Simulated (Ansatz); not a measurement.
**Worked example: GeH2(GeH3)Cl + SiH3(OH) → GeH2(GeH3)(OH) + SiH3Cl**

Species: GeH2(GeH3)Cl, singlet; SiH3(OH) (silanol), singlet; GeH2(GeH3)(OH), singlet; SiH3Cl (chlorosilane) `[SiH3]Cl`, singlet. The partners trade Cl for OH: Ge–Cl and Si–OH bonds give way to Ge–OH and Si–Cl.

Shapes, held fixed at every level: PBE0-D4/def2-TZVP. Flexible molecules stand in one conformer, not always the lowest. Programs: Ansatz 0.2.0. The zero-point and thermal change to 298 K, harmonic and unscaled (PBE0-D4/def2-TZVP), is -0.7 kJ/mol.

At CCSD(T)/def2-TZVPP; 1 Eh = 2625.50 kJ/mol:

| species | energy (Eh) |
| --- | --- |
| GeH2(GeH3)Cl | -4613.980521 |
| SiH3(OH) | -366.623206 |
| GeH2(GeH3)(OH) | -4229.966474 |
| SiH3Cl | -750.619512 |

Work out ΔH(298 K) of the reaction at this level.


1. Products less reactants: (-4229.966474) + (-750.619512) − [(-4613.980521) + (-366.623206)] = 0.017741 Eh = +46.6 kJ/mol.
2. With the thermal change: +46.6 + (-0.7) = +45.9 kJ/mol.

Other levels give +40.3 (CCSD/def2-SVP) to +48.3 kJ/mol (B3LYP-D4/def2-TZVPP). No measured value is set beside it here. Relativity is left out for Ge. Outer-core shells of Ge are correlated in most correlated rows, in sets that cover them unevenly.
